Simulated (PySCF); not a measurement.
**UHF on La³⁺ (lanthanum, charge +3)**

Configuration: [Xe], closed-shell 1S. All numbers are calculated (PySCF 2.14, scalar relativity by spin-free X2C-1e, in x2c-QZVPPall (16s10p9d6f2g, 151 functions)).

```json
{
 "Total energy": "-8488.096575 hartree",
 "One-electron energy": "-11526.2342 hartree",
 "Hartree (Coulomb) energy": "3240.2258 hartree",
 "Exchange energy": "-202.0882 hartree",
 "⟨S²⟩": "0.0000",
 "⟨L²⟩": "0.000",
 "Sum of ⟨r⟩": "32.52 bohr",
 "Sum of ⟨r²⟩": "39.10 bohr²",
 "Langevin diamagnetic susceptibility": "-31.0 ×10⁻⁶ cm³/mol",
 "Time after the integrals": "of the order of 7 core-seconds"
}
```

```
shell  electrons  mean orbital energy (eV)  rms radius, mean of both spins (bohr)
   1s          2                  -39142.4                                 0.0286
   2s          2                   -6358.9                                  0.116
   2p          6                   -5700.3                                  0.104
   3s          2                   -1424.5                                  0.303
   3p          6                   -1208.6                                  0.304
   3d         10                   -895.83                                  0.281
   4s          2                   -325.67                                  0.694
   4p          6                   -252.45                                  0.737
   4d         10                   -142.53                                  0.826
   5s          2                   -71.705                                   1.65
   5p          6                   -50.481                                   1.87
```

Spin-orbit coupling, which splits the p, d and f shells strongly at this Z, is absent.

Densities and radii are taken from the X2C orbitals without a picture-change correction, which distorts them close to the nucleus.
